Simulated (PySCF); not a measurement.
# One molecule, several mistakes: GeH4NSi cation

Calculated results; nothing here was measured. They come from PySCF 2.14.0, an open-source quantum chemistry program, on an isolated molecule that a program drew, which may never have been made. The molecule is GeH4NSi cation (charge +1, singlet), drawn as the SMILES string `[SiH2]=[N][GeH2+]`.

Each row is a Hartree-Fock (HF) and frozen-core CCSD(T) single point in the cc-pV(D+d)Z basis, meant for a local HF minimum. Run 1 is clean. Each other run has one planted mistake out of seven kinds, and not every kind appears here: one electron removed, one electron added, multiplicity raised by two, geometry at a saddle point, minimal basis STO-3G, one bond length entered in bohr, all coordinates scaled. The reference is restricted for singlets and unrestricted otherwise, and also for a bond in bohr. Adding or removing an electron swaps singlet and doublet. Electrons count all cores. HOMO and LUMO are orbital energies over both spins, the gradient is its largest component, and the lowest frequency (negative if imaginary) is given only where the gradient is small. Bond lengths are over the 6 bonds as drawn. T1 is the CCSD diagnostic: over 0.02 (restricted) or 0.045 (unrestricted) a single reference is doubtful. Germanium has the cc-pVDZ-PP basis, with a core potential (ECP10MDF) in place of its 10 inner electrons, and its 3s, 3p and 3d shells are frozen in CCSD(T).

Geometry of the clean run:
```xyz
7
GeH4NSi cation, angstrom
Si    0.8936   -1.1335    0.3879
N    -0.3091   -0.1491    0.0737
Ge   -1.5906    0.9041   -0.2621
H     0.6576   -2.5174    0.7927
H     2.2831   -0.6939    0.2846
H    -2.1767    1.7420    0.8475
H    -2.1329    0.9930   -1.6674
```

| run | electrons | basis functions | <S^2> | HOMO (eV) | LUMO (eV) | gradient (hartree/bohr) | lowest frequency (cm^-1) | mean bond (Å) | longest bond (Å) | T1 | HF (hartree) | CCSD(T) (hartree) | mistake |
|---|---|---|---|---|---|---|---|---|---|---|---|---|---|
| 1 | 56 | 80 | 0.000 | -16.22 | -3.99 | 2.2e-05 | 132 | 1.5363 | 1.692 | 0.0221 | -638.81769 | -639.19646 | no fault |
| 2 | 57 | 80 | 0.766 | -5.57 | 1.33 | 7.9e-02 | - | 1.5363 | 1.692 | 0.0205 | -638.99241 | -639.38707 | one electron added |
| 3 | 56 | 80 | 2.037 | -11.58 | -6.02 | 1.2e-01 | - | 1.5363 | 1.692 | 0.0233 | -638.70148 | -639.04235 | multiplicity raised by two |
| 4 | 56 | 80 | 0.000 | -15.78 | -4.79 | 5.1e-05 | -247 | 1.5414 | 1.704 | 0.0157 | -638.80911 | -639.18256 | geometry at a saddle point |
| 5 | 56 | 80 | 0.906 | -15.12 | -4.94 | 1.7e-02 | - | 1.7601 | 2.851 | 0.0366 | -638.71833 | -639.08052 | ? |
| 6 | 56 | 80 | 0.000 | -16.94 | -3.86 | 6.3e-02 | - | 1.4411 | 1.587 | 0.0181 | -638.78021 | -639.14638 | ? |

**Which mistake was planted in run 5, and what did it cost?**

The mean bond changes by a factor of 1.146 and the longest by 1.685, so the molecule wasn't scaled as a whole. A length L in bohr read as angstrom grows by (1/0.5292 - 1) L = 0.890 L. The 6 bonds together grew by 6 x 0.2238 = 1.343 Å, which gives L = 1.509 Å. That is the length of one of the Ge-H bonds, 1.509 Å in the clean geometry. So the mistake is: one bond length entered in bohr. Subtracting run 1 and multiplying by 627.51 kcal/mol a hartree, the energy moved by 62.3 kcal/mol in HF and 72.8 kcal/mol in CCSD(T).

**Which mistake was planted in run 6, and what did it cost?**

The mean and the longest bond both change by the same factor, 0.938, and the gradient is no longer small. So the mistake is: all coordinates scaled. Subtracting run 1 and multiplying by 627.51 kcal/mol a hartree, the energy moved by 23.5 kcal/mol in HF and 31.4 kcal/mol in CCSD(T).

Cautions from the logs. Run 1: T1 is over the limit, so its CCSD(T) energy is less reliable.
